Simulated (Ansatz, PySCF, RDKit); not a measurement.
Noncovalent pair: N2 (SMILES N#N) (first 2 atoms) with HI (SMILES I); geometry from B3LYP-D3(BJ)/def2-TZVP.
(charge 0, multiplicity 1):
```xyz
4

N      0.10168     0.11003    -1.00507
N      0.21014     0.11947     0.08007
I      0.50589     0.15915     4.28940
H      0.42143     0.14292     2.67653
```

Counterpoise-corrected where a basis set is named; no monomer relaxation. RDKit's UFF carries no charges.

Programs: Ansatz (Gaussian orbitals); PySCF for the dispersion terms; RDKit for the force fields. Values without a source in brackets are computed. In def2 rows elements past Kr take small-core potentials, without spin–orbit coupling.

Task: One of these levels gives -0.66 kcal/mol for the interaction energy. Name it.
A. SVWN5/def2-TZVPPD
B. BLYP-D4/def2-TZVPPD
C. UFF

Result: B, BLYP-D4/def2-TZVPPD. The others give 0.13 (UFF), -1.49 (SVWN5/def2-TZVPPD)

Ansatz is an electronic-structure program.
